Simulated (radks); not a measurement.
Values are calculated unless marked as measured or tabulated.
Problem. These are the eigenvalues of the occupied orbitals of an atom or ion with whole-number occupations (eV). Code: a radial shooting solver on a logarithmic mesh with Libxc functionals. Model: Dirac Kohn-Sham, PBE, spin-unpolarised, spherical densities, finite nucleus; Fermi nuclear charge, rms radius of each element as measured or else 0.836 A^(1/3) + 0.57 fm.

1s1/2: -38719.32
2s1/2: -6164.426
2p1/2: -5814.113
2p3/2: -5400.989
3s1/2: -1321.436
3p1/2: -1173.699
3p3/2: -1093.182
3d3/2: -834.3530
3d5/2: -817.1283
4s1/2: -269.8360
4p1/2: -215.4672
4p3/2: -198.3405
4d3/2: -109.1974
4d5/2: -106.2236
5s1/2: -42.6612
5p1/2: -28.0269
5p3/2: -25.5621
5d3/2: -7.2834
5d5/2: -7.0911

Which element is it, and in what charge state? The configuration may be excited. Open shells, if any, are shared by 2j + 1.

Solution. Z = 57, lanthanum, charge +1: La+ in [Xe] 5d2. The list shows which subshells hold electrons but not how many an open one holds; the 1s level, -1422.9 hartree, gives Z - s = 53.3 by -(Z - s)^2/2, which with screening and relativity narrows Z to a few neighbours, and the depths of the outer levels then fix element, charge and occupations together.
